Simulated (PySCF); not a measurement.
**Highest orbital energy against ionisation energy along group 14**

Calculated with PySCF 2.14, no spin-orbit coupling. Each cell gives −ε(HOMO) / ΔSCF in eV; NIST values include spin-orbit coupling, (s) semi-empirical, (t) theoretical.

```tsv
species	UHF	LDA	PBE	PBE0	r2SCAN	NIST (lowest levels)
C²⁺ (aug-cc-pVQZ, non-relativistic)	46.098 / 45.779	40.154 / 46.945	40.355 / 47.100	42.035 / 47.037	40.664 / 46.614	47.888
Si²⁺ (aug-cc-pV(Q+d)Z, non-relativistic)	32.164 / 31.957	28.612 / 33.534	28.482 / 33.392	29.636 / 33.251	28.665 / 32.870	33.493
Ge²⁺ (aug-cc-pVQZ-PP with ECP10MDF, ECP)	32.444 / 32.191	29.571 / 34.758	29.136 / 34.294	30.190 / 33.952	29.516 / 34.026	34.058
Sn²⁺ (aug-cc-pVQZ-PP with ECP28MDF, ECP)	28.789 / 28.535	26.617 / 31.279	26.167 / 30.791	27.058 / 30.420	26.378 / 30.459	30.506
Pb²⁺ (aug-cc-pVQZ-PP with ECP60MDF, ECP)	30.101 / 29.766	27.831 / 32.606	27.385 / 32.100	28.329 / 31.752	27.576 / 31.844	31.937
```

Problem. How far is −ε(HOMO) from ΔSCF on average for each method, and why?

Solution. UHF 0.27 eV; LDA -5.27 eV; PBE -5.23 eV; PBE0 -3.83 eV; r2SCAN -4.60 eV. Hartree-Fock orbital energies lack relaxation and so exceed the ΔSCF value; semilocal functionals have convex E(N) from self-interaction, so their HOMO lies far too high; exact exchange moves hybrids part of the way back.
